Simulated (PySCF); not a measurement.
# SeN: one state, many levels of theory

State: ²Π (doublet), unpaired electrons π ↑. Set-up: Se 6-31G(d,p), N 6-31G(d,p); no relativity (PySCF 2.14). De refers to Se + N in their high-spin ground configurations, without counterpoise correction. The functionals are run spin-unrestricted. A positive dipole means Se(−)N(+). Levels whose curve was spin-contaminated or gave no clean fit are not listed.

| Level | Re (Å) | ωe (cm⁻¹) | De (eV) | μ (D) | CPU s a point (SCF and correlation, without the integrals) |
| --- | --- | --- | --- | --- | --- |
| UHF-CCSD | 1.666 | 961 | 2.55 | n/a | n/a |
| UHF-CCSD(T) | 1.680 | 914 | 2.90 | n/a | 4.9 |
| PBE | 1.675 | 947 | 4.31 | -1.90 | 0.6 |
| r²SCAN | 1.661 | 972 | 3.55 | -1.91 | 0.88 |
| M06-L | 1.654 | 1002 | 3.78 | -2.29 | 0.89 |
| PBE0 | 1.650 | 997 | 3.48 | -1.96 | 0.9 |
| r²SCAN0 | 1.649 | 924 | 2.94 | -1.92 | 0.99 |
| HSE06 | 1.652 | 991 | 3.50 | -1.96 | 0.96 |

The bond length runs from 1.649 Å (r²SCAN0) to 1.680 Å (UHF-CCSD(T)). De spans 2.55 eV (UHF-CCSD, coupled cluster) to 4.31 eV (PBE, GGA).

Correlated steps freeze 10 core orbitals. Correlated levels converge slowly with the basis: in double zeta they bind strong bonds too weakly, by up to about 1 eV, and carry superposition errors of some tenths. Spin–orbit coupling is left out. The state is the lowest determinant that a PBE0 search found; another state may lie lower at other levels.

The whole job (state search and all levels along the bond) took about 2.3 min on 1 thread of Arm Neoverse V2 (shared host), peak memory 0.54 GiB.
